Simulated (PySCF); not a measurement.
CH₄ClFO₂Si. Atoms are numbered in the order given.

```xyz
10

C     -2.1495    -0.4629     1.0020
O     -1.2171     0.5313     0.6563
Si     0.3030     0.2946     0.1448
O      1.2027    -0.3626     1.3398
F      0.8818     1.7242    -0.2927
Cl     0.3518    -0.9045    -1.5174
H     -1.8355    -1.0092     1.9067
H     -2.2884    -1.1872     0.1815
H     -3.1138     0.0240     1.2039
H      2.0909    -0.6653     1.1300
```
Charge 0, spin multiplicity 1.

Geometry optimised at PBE0-D3(BJ)/def2-SVP. One conformer was computed; it need not be the lowest.

Calculation: TDA-ωB97X/def2-SVPD (PySCF).

Vertical excitations. 

Computed UV-visible absorptions:
| state | energy (eV) | λ (nm) | f | main pairs |
|---|---|---|---|---|
| S1 | 8.51 | 146 | 0.015 | HOMO→LUMO 67 % |
| S2 | 8.79 | 141 | 0.033 | HOMO−2→LUMO 67 % |
| S3 | 9.02 | 138 | 0.049 | HOMO−1→LUMO 54 %, HOMO−3→LUMO 14 % |
| S4 | 9.26 | 134 | 0.024 | HOMO−3→LUMO 38 %, HOMO−4→LUMO 13 %, HOMO−1→LUMO 7 % |
| S5 | 9.40 | 132 | 0.077 | HOMO−4→LUMO 38 %, HOMO−2→LUMO+2 11 %, HOMO−3→LUMO 11 % |
| S6 | 9.57 | 130 | 0.067 | HOMO→LUMO+1 40 %, HOMO→LUMO+2 25 %, HOMO→LUMO+3 8 % |
| S7 | 9.89 | 125 | 0.076 | HOMO−5→LUMO 42 % |
| S8 | 10.06 | 123 | 0.019 | HOMO→LUMO+4 22 %, HOMO→LUMO+3 10 %, HOMO→LUMO+1 9 %, HOMO→LUMO+10 8 % |
| S9 | 10.07 | 123 | 0.071 | HOMO−1→LUMO+1 34 %, HOMO−1→LUMO+2 18 %, HOMO−3→LUMO+2 7 %, HOMO→LUMO+1 7 % |
| S10 | 10.14 | 122 | 0.019 | HOMO→LUMO+4 15 %, HOMO→LUMO 12 %, HOMO→LUMO+1 11 %, HOMO−5→LUMO 10 % |
| T1 | 8.19 | 151 | 0 | HOMO→LUMO 51 %, HOMO−2→LUMO 10 %, HOMO→LUMO+4 8 % |
| T2 | 8.38 | 148 | 0 | HOMO−2→LUMO 53 % |
| T3 | 8.62 | 144 | 0 | HOMO−1→LUMO 34 %, HOMO−3→LUMO 20 %, HOMO−3→LUMO+2 5 %, HOMO−3→LUMO+8 5 % |
| T4 | 8.86 | 140 | 0 | HOMO−4→LUMO 44 %, HOMO−2→LUMO+2 13 % |
Triplets are in the Tamm–Dancoff approximation.
